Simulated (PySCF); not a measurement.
# Working out the ionisation energy of Ag⁺

Ag⁺ [Kr] 4d10 (1S) → Ag²⁺ [Kr] 4d9 (2D). All numbers are calculated (PySCF 2.14, a scalar-relativistic core potential, in aug-cc-pVDZ-PP with ECP28MDF). Frozen: 4s2 4p6. Energies in hartree (1 hartree = 27.21139 eV):

```csv
part,Ag⁺ (lower),Ag²⁺ (upper)
UHF,-145.820527,-145.095447
MP2 opposite-spin,-0.188255,-0.142273
MP2 same-spin,-0.107176,-0.082377
```

**Question.** What does Hartree-Fock give?

**Answer.** (-145.095447) − (-145.820527) = 0.725080 hartree = 19.730 eV.

**Question.** What do MP2 and SCS-MP2 (6/5 opposite-spin, 1/3 same-spin) give?

**Answer.** The opposite-spin parts differ by 1.251 eV and the same-spin parts by 0.675 eV. MP2: 19.730 + (1.251) + (0.675) = 21.656 eV. SCS-MP2: 19.730 + 1.2 × (1.251) + (0.675)/3 = 21.456 eV.

Reference: 21.484 eV (measured; NIST Atomic Spectra Database, ionization energies), between the lowest levels; spin-orbit coupling is absent from the calculation.

A double-zeta basis recovers only part of the correlation energy.

What remains against the reference includes basis incompleteness, the frozen core and correlation beyond second order.
